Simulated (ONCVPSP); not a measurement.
# What one change does to a pseudopotential (Mn (Z = 25), ONCV)

```
Element                 : Mn (Z = 25)
Generator               : ONCVPSP 4.0.1
Type                    : optimised norm-conserving Vanderbilt (ONCV)
Functional              : PBE
Relativity              : scalar-relativistic
Frozen core             : [Ne]
Valence charge          : 15
Reference configuration : 3s2 3p6 3d5 4s1.75 (charge +0.25)
Partial waves           : 3s+4s: rc 1.30 bohr, ncon 3, nbas 6, qcut 10.9 1/bohr, 2 projectors; 3p: rc 0.90 bohr, ncon 4, nbas 8, qcut 8.7 1/bohr, 1 projector; 3d: rc 1.25 bohr, ncon 4, nbas 8, qcut 10.4 1/bohr, 2 projectors, debl 1.1 Ha; f scattering state at 0.32 Ha: rc 1.10 bohr, ncon 4, nbas 7, qcut 9.8 1/bohr, 2 projectors, debl 1.8 Ha
Local potential         : polynomial inside 0.85 bohr (lpopt 5, dvloc0 0 Ha)
Core correction         : Teter function, parameters optimised by the program
```

Change: all radii but the core radius scaled by about 0.97 (s 1.26, p 0.88, d 1.20, f 1.06 bohr); local potential polynomial inside 0.82 bohr (lpopt 5, dvloc0 0 Ha).

Cutoffs: the cutoffs (Ha) at which the residual kinetic energy of the hardest occupied pseudo-wave falls to 1 and 0.1 mHa per electron; they do not see the model core or the augmentation charge, which bear on the density cutoff. Errors are all-electron minus pseudo energies relative to the spin-unpolarised reference configuration.

Predict the effect on cutoff, ghosts and configuration errors.

The potential gets neither clearly harder nor softer (49 Ha and 218 Ha → 51 Ha and 234 Ha); the d channel sets the loose cutoff, while the largest relative change is in p, which becomes harder; of the 4 tests that both files solve, the error grows in 1 and shrinks in 1 by more than 15 % and 0.3 meV (median size 5.7 → 5.5 meV); neither file shows a bound ghost.

```tsv
quantity	base	changed
cutoff, loose	49 Ha	51 Ha
cutoff, tight	218 Ha	234 Ha
loose cutoff by channel	s 37 Ha, p 36 Ha, d 49 Ha	s 39 Ha, p 45 Ha, d 51 Ha
bound ghosts	none	none
GHOST(+) flags under 300 eV	none	none
error for 3s2 3p6 3d5 4s2, meV [ΔE -1.48 eV]	-0.1	-0.1
error for 3s2 3p6 3d5 4s1, meV [ΔE 6.94 eV]	-4.8	-5.6
error for 3s2 3p6 3d5 4s0, meV [ΔE 22.54 eV]	-55	-63
error for 3s2 3p6 3d5 4s0 4p1, meV [ΔE 11.68 eV]	+6.6	+5.4
rms error of d²Exc/dni dnj with the model core, mHa	0.58	0.65
```
